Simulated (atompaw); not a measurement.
# vanadium (V): one change to a PAW (atompaw) potential, before and after

```
Element                 : V
Generator               : atompaw 4.2.0.5
Type                    : PAW
Functional              : PBEsol
Relativity              : scalar-relativistic
Frozen core             : [Ar]
Valence charge          : 5
Reference configuration : 3d4 4s1 4p0
Partial waves           : 4s (bound): rc 3.00 bohr; 4s channel at 0.5 Ry: rc 3.00 bohr; 4p (bound, empty): rc 3.00 bohr; 4p channel at 1.55 Ry: rc 3.00 bohr; 3d (bound): rc 1.90 bohr; 3d channel at 1.55 Ry: rc 1.90 bohr
Local potential         : ultrasoft scheme with l = 3 at 0 Ry, radius 2.55 bohr
Core correction         : smooth core density matched at 1.90 bohr
Augmentation charge     : besselshape compensation charge, radius 2.65 bohr; PAW radius 3.00 bohr; waves and projectors: custom rrkj gramschmidtortho
```

All-electron outer shells of the reference configuration (PBEsol, scalar-relativistic, ld1.x):

```
shell  level (eV)  outermost node (bohr)  outermost maximum (bohr)
   3s      -66.37                   0.38                      0.82
   3p      -40.43                   0.35                      0.85
   4s       -3.88                   1.18                      2.90
   3d       -2.44                      –                      0.92
   4p       -1.02                   1.33                      4.01
```

Change: local potential ultrasoft scheme with l = 3 at 0 Ry, radius 1.50 bohr.

Cutoffs: the cutoffs (Ry, on a coarse ladder) from which the occupation-weighted sum of valence levels, in a spherical-Bessel basis at the reference potential, stays within 10 and 1 mRy of its value at 400 Ry; they do not see the model core or the augmentation charge, which bear on the density cutoff.

Q: What does the change do?

A: The potential gets neither clearly harder nor softer (25 Ry and 40 Ry → 25 Ry and 40 Ry); a bound ghost appears in s, which as a rule spoils a file. A state that the projectors do not describe sees the local part alone, so a deeper or shallower local part can create or remove a ghost.

```tsv
quantity	base	changed
cutoff, loose	25 Ry	25 Ry
cutoff, tight	40 Ry	40 Ry
bound ghosts	none	s
s: phases at 3.01 bohr within 0.05 rad from the reference energy up to (Ry; the scan ends near 5)	2.5	3.2
p: phases at 3.01 bohr within 0.05 rad from the reference energy up to (Ry; the scan ends near 5)	3.4	2.7
d: phases at 3.01 bohr within 0.05 rad from the reference energy up to (Ry; the scan ends near 5)	to the end of the scan	5.0
lowest overlap eigenvalue by channel	s 0.39, p 0.61, d 0.29	s 0.19, p 0.48, d 0.34
```

 A true bound ghost makes a file unfit for plane-wave use even where its test errors are small: the radial tests pick states by their node count and pass the ghost by. The cutoffs see the waves, projectors and local potential, not the compensation charge or the core.
